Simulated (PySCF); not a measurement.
## Interval between two levels of Cr by level of theory

Cr [Ar] 3d5 4s1 [7S3, M_J = 3] → Cr [Ar] 3d5 4p1 [7P4, M_J = 4], as a difference of total energies. Computed with PySCF 2.14 in x2c-TZVPall-2c with one added diffuse shell each of s, p, d type (7s8p5d1f, 63 functions), with the two-component X2C-1e Hamiltonian. Correlated levels: [Ne] frozen; the 6 highest virtual spinors dropped. "Screened" scales the spin-orbit matrix elements by Boettger's factors to mimic the two-electron term; Breit and QED terms are absent.

```csv
method,interval between two levels (cm⁻¹),error (cm⁻¹)
GHF (spin-free),21722,-1777
GMP2 (spin-free),24709,+1210
GHF (screened spin-orbit),21772,-1727
GMP2 (screened spin-orbit),24777,+1279
```

Reference: 23499 cm⁻¹ (measured; NIST Handbook of Basic Atomic Spectroscopic Data (Sansonetti and Martin, J. Phys. Chem. Ref. Data 34, 1559 (2005))).

Errors of the correlated levels include the incompleteness of this basis and the frozen core.

The labels give the starting determinants; with spin-orbit coupling the two ends relaxed to ⟨J²⟩ = 12.00, ⟨L²⟩ = 0.00, ⟨S²⟩ = 12.00 and ⟨J²⟩ = 20.01, ⟨L²⟩ = 2.01, ⟨S²⟩ = 12.00.
